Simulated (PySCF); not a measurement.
C$_{3}$H$_{3}$ (SMILES [C-]#CC), charge -1, singlet, at a GFN2-xTB geometry; SVWN5/6-31G** in PySCF.

Here is a job for PySCF.
```python
from pyscf import gto, scf, dft

mol = gto.M(
    atom='''
C     0.00179213   -0.00082963    0.34805219
C     0.00811735   -0.00375776    1.57647903
C    -0.00588691    0.00272522   -1.14330257
H     0.03963094    1.02847941   -1.56026013
H     0.85557099   -0.54993143   -1.56822380
H    -0.91933737   -0.46737496   -1.55888795
''',
    basis='6-31g**',
    charge=-1,
    verbose=4,
)

mf = dft.RKS(mol)
mf.xc = 'lda,vwn'
mf.diis = False
mf.damp = 0.3
mf.diis_start_cycle = 200
mf.max_cycle = 150
mf.kernel()
```

What the program printed (banner, timings and long lists left out):

```
PySCF version 2.14.0

[INPUT] verbose = 4
[INPUT] num. atoms = 6
[INPUT] num. electrons = 22
[INPUT] charge = -1
[INPUT] spin (= nelec alpha-beta = 2S) = 0
[INPUT] symmetry False subgroup None
[INPUT] Mole.unit = angstrom
[INPUT] Symbol           X                Y                Z      unit          X                Y                Z       unit  Magmom
[...]
nuclear repulsion = 52.0511060288377
number of shells = 27
number of NR pGTOs = 102
number of NR cGTOs = 57
basis = 6-31g**
ecp = {}

******** <class 'pyscf.dft.rks.RKS'> ********
method = RKS
initial guess = minao
damping factor = 0.3
level_shift factor = 0
DIIS disabled
SCF conv_tol = 1e-09
SCF conv_tol_grad = None
SCF max_cycles = 150
direct_scf = True
direct_scf_tol = 1e-13
XC library pyscf.dft.libxc version 7.1.2
    S. Lehtola, C. Steigemann, M. J. T. Oliveira, and M. A. L. Marques,  SoftwareX 7, 1–5 (2018)
XC functionals = lda,vwn
    P. A. M. Dirac,  Math. Proc. Cambridge Philos. Soc. 26, 376 (1930)
    F. Bloch,  Z. Phys. 57, 545 (1929)
    S. H. Vosko, L. Wilk, and M. Nusair,  Can. J. Phys. 58, 1200 (1980)
radial grids:
    Treutler-Ahlrichs [JCP 102, 346 (1995); DOI:10.1063/1.469408] (M4) radial grids

becke partition: Becke, JCP 88, 2547 (1988); DOI:10.1063/1.454033
pruning grids: <function nwchem_prune>
grids dens level: 3
symmetrized grids: False
atomic radii adjust function: <function treutler_atomic_radii_adjust>
small_rho_cutoff = 0
Set gradient conv threshold to 3.16228e-05
Initial guess from minao.
tot grids = 71784
init E= -114.951870369905
[...]
cycle= 1 E= -114.744848430016  delta_E= 0.207  |g|= 0.661  |ddm|= 2.55
[...]
cycle= 2 E= -114.804272765669  delta_E= -0.0594  |g|= 0.525  |ddm|= 2.69
[...]
cycle= 3 E= -114.678982162305  delta_E= 0.125  |g|= 0.885  |ddm|= 2.04
[...]
cycle= 4 E= -114.05497199186  delta_E= 0.624  |g|= 1.59  |ddm|= 8.83
[...]
cycle= 5 E= -113.076552722685  delta_E= 0.978  |g|= 2.41  |ddm|= 9.19
[...]
cycle= 6 E= -110.780809164141  delta_E=  2.3  |g|= 2.74  |ddm|= 18.5
[...]
cycle= 7 E= -107.832619228135  delta_E= 2.95  |g|= 4.71  |ddm|= 80.5
[...]
cycle= 8 E= -106.8959441597  delta_E= 0.937  |g|= 4.32  |ddm|= 79.7
[...]
cycle= 9 E= -96.8854623694472  delta_E=   10  |g|= 5.77  |ddm|=  101
[...]
cycle= 10 E= -91.5304882188401  delta_E= 5.35  |g|= 5.93  |ddm|= 99.7
[...]
cycle= 11 E= -90.8354668403216  delta_E= 0.695  |g|= 6.32  |ddm|= 49.1
[...]
cycle= 12 E= -92.6946368584948  delta_E= -1.86  |g|= 5.32  |ddm|=   61
[...]
cycle= 13 E= -92.7935176471367  delta_E= -0.0989  |g|= 6.03  |ddm|= 68.4
[...]
cycle= 14 E= -92.5272630088182  delta_E= 0.266  |g|= 5.42  |ddm|=   67
[...]
cycle= 15 E= -92.2997814713738  delta_E= 0.227  |g|= 6.13  |ddm|= 63.8
[...]
cycle= 16 E= -92.5663804787273  delta_E= -0.267  |g|=  5.4  |ddm|= 64.2
[...]
cycle= 17 E= -92.4485877458583  delta_E= 0.118  |g|=  6.1  |ddm|= 65.1
[...]
cycle= 18 E= -92.5588013548397  delta_E= -0.11  |g|= 5.41  |ddm|=   65
[...]
cycle= 19 E= -92.4058133621538  delta_E= 0.153  |g|= 6.11  |ddm|= 64.7
[...]
cycle= 20 E= -92.5604450389973  delta_E= -0.155  |g|= 5.41  |ddm|= 64.8
[...]
cycle= 21 E= -92.4182168900047  delta_E= 0.142  |g|=  6.1  |ddm|= 64.8
[...]
cycle= 22 E= -92.5600614269781  delta_E= -0.142  |g|= 5.41  |ddm|= 64.8
[...]
cycle= 23 E= -92.4146168320068  delta_E= 0.145  |g|= 6.11  |ddm|= 64.8
[...]
cycle= 24 E= -92.5601604932168  delta_E= -0.146  |g|= 5.41  |ddm|= 64.8
[...]
cycle= 25 E= -92.415664888618  delta_E= 0.144  |g|= 6.11  |ddm|= 64.8
[...]
cycle= 26 E= -92.5601332991032  delta_E= -0.144  |g|= 5.41  |ddm|= 64.8
[...]
cycle= 27 E= -92.4153594045116  delta_E= 0.145  |g|= 6.11  |ddm|= 64.8
[...]
cycle= 28 E= -92.5601410308848  delta_E= -0.145  |g|= 5.41  |ddm|= 64.8
[...]
cycle= 29 E= -92.4154485119249  delta_E= 0.145  |g|= 6.11  |ddm|= 64.8
[...]
cycle= 30 E= -92.5601387981825  delta_E= -0.145  |g|= 5.41  |ddm|= 64.8
[...]
cycle= 31 E= -92.4154225122853  delta_E= 0.145  |g|= 6.11  |ddm|= 64.8
[...]
[...]
[...]
cycle= 101 E= -92.4154283854707  delta_E= 0.145  |g|= 6.11  |ddm|= 64.8
[...]
cycle= 102 E= -92.560139300801  delta_E= -0.145  |g|= 5.41  |ddm|= 64.8
[...]
cycle= 103 E= -92.415428385468  delta_E= 0.145  |g|= 6.11  |ddm|= 64.8
[...]
cycle= 104 E= -92.5601393008015  delta_E= -0.145  |g|= 5.41  |ddm|= 64.8
[...]
cycle= 105 E= -92.4154283854733  delta_E= 0.145  |g|= 6.11  |ddm|= 64.8
[...]
cycle= 106 E= -92.560139300801  delta_E= -0.145  |g|= 5.41  |ddm|= 64.8
[...]
cycle= 107 E= -92.4154283854724  delta_E= 0.145  |g|= 6.11  |ddm|= 64.8
[...]
cycle= 108 E= -92.5601393008006  delta_E= -0.145  |g|= 5.41  |ddm|= 64.8
[...]
cycle= 109 E= -92.4154283854721  delta_E= 0.145  |g|= 6.11  |ddm|= 64.8
[...]
cycle= 110 E= -92.5601393008008  delta_E= -0.145  |g|= 5.41  |ddm|= 64.8
[...]
cycle= 111 E= -92.4154283854709  delta_E= 0.145  |g|= 6.11  |ddm|= 64.8
[...]
cycle= 112 E= -92.5601393008009  delta_E= -0.145  |g|= 5.41  |ddm|= 64.8
[...]
cycle= 113 E= -92.4154283854743  delta_E= 0.145  |g|= 6.11  |ddm|= 64.8
[...]
cycle= 114 E= -92.5601393008006  delta_E= -0.145  |g|= 5.41  |ddm|= 64.8
[...]
cycle= 115 E= -92.4154283854709  delta_E= 0.145  |g|= 6.11  |ddm|= 64.8
[...]
cycle= 116 E= -92.5601393008018  delta_E= -0.145  |g|= 5.41  |ddm|= 64.8
[...]
cycle= 117 E= -92.4154283854733  delta_E= 0.145  |g|= 6.11  |ddm|= 64.8
[...]
cycle= 118 E= -92.5601393008007  delta_E= -0.145  |g|= 5.41  |ddm|= 64.8
[...]
cycle= 119 E= -92.4154283854722  delta_E= 0.145  |g|= 6.11  |ddm|= 64.8
[...]
cycle= 120 E= -92.5601393008002  delta_E= -0.145  |g|= 5.41  |ddm|= 64.8
[...]
cycle= 121 E= -92.4154283854689  delta_E= 0.145  |g|= 6.11  |ddm|= 64.8
[...]
cycle= 122 E= -92.5601393008012  delta_E= -0.145  |g|= 5.41  |ddm|= 64.8
[...]
cycle= 123 E= -92.41542838547  delta_E= 0.145  |g|= 6.11  |ddm|= 64.8
[...]
cycle= 124 E= -92.5601393008012  delta_E= -0.145  |g|= 5.41  |ddm|= 64.8
[...]
cycle= 125 E= -92.4154283854738  delta_E= 0.145  |g|= 6.11  |ddm|= 64.8
[...]
cycle= 126 E= -92.5601393008011  delta_E= -0.145  |g|= 5.41  |ddm|= 64.8
[...]
cycle= 127 E= -92.4154283854691  delta_E= 0.145  |g|= 6.11  |ddm|= 64.8
[...]
cycle= 128 E= -92.5601393008011  delta_E= -0.145  |g|= 5.41  |ddm|= 64.8
[...]
cycle= 129 E= -92.415428385468  delta_E= 0.145  |g|= 6.11  |ddm|= 64.8
[...]
cycle= 130 E= -92.5601393008012  delta_E= -0.145  |g|= 5.41  |ddm|= 64.8
[...]
cycle= 131 E= -92.4154283854723  delta_E= 0.145  |g|= 6.11  |ddm|= 64.8
[...]
cycle= 132 E= -92.5601393008014  delta_E= -0.145  |g|= 5.41  |ddm|= 64.8
[...]
cycle= 133 E= -92.4154283854712  delta_E= 0.145  |g|= 6.11  |ddm|= 64.8
[...]
cycle= 134 E= -92.560139300801  delta_E= -0.145  |g|= 5.41  |ddm|= 64.8
[...]
cycle= 135 E= -92.4154283854706  delta_E= 0.145  |g|= 6.11  |ddm|= 64.8
[...]
cycle= 136 E= -92.5601393008008  delta_E= -0.145  |g|= 5.41  |ddm|= 64.8
[...]
cycle= 137 E= -92.4154283854705  delta_E= 0.145  |g|= 6.11  |ddm|= 64.8
[...]
cycle= 138 E= -92.5601393008016  delta_E= -0.145  |g|= 5.41  |ddm|= 64.8
[...]
cycle= 139 E= -92.415428385472  delta_E= 0.145  |g|= 6.11  |ddm|= 64.8
[...]
cycle= 140 E= -92.5601393008009  delta_E= -0.145  |g|= 5.41  |ddm|= 64.8
[...]
cycle= 141 E= -92.4154283854718  delta_E= 0.145  |g|= 6.11  |ddm|= 64.8
[...]
cycle= 142 E= -92.5601393008018  delta_E= -0.145  |g|= 5.41  |ddm|= 64.8
[...]
cycle= 143 E= -92.4154283854728  delta_E= 0.145  |g|= 6.11  |ddm|= 64.8
[...]
cycle= 144 E= -92.5601393008009  delta_E= -0.145  |g|= 5.41  |ddm|= 64.8
[...]
cycle= 145 E= -92.4154283854692  delta_E= 0.145  |g|= 6.11  |ddm|= 64.8
[...]
cycle= 146 E= -92.5601393008019  delta_E= -0.145  |g|= 5.41  |ddm|= 64.8
[...]
cycle= 147 E= -92.4154283854742  delta_E= 0.145  |g|= 6.11  |ddm|= 64.8
[...]
cycle= 148 E= -92.5601393008012  delta_E= -0.145  |g|= 5.41  |ddm|= 64.8
[...]
cycle= 149 E= -92.4154283854717  delta_E= 0.145  |g|= 6.11  |ddm|= 64.8
[...]
cycle= 150 E= -92.560139300799  delta_E= -0.145  |g|= 5.41  |ddm|= 64.8
SCF not converged.
SCF energy = -92.560139300799
```

The run did not converge; its last values are not results.
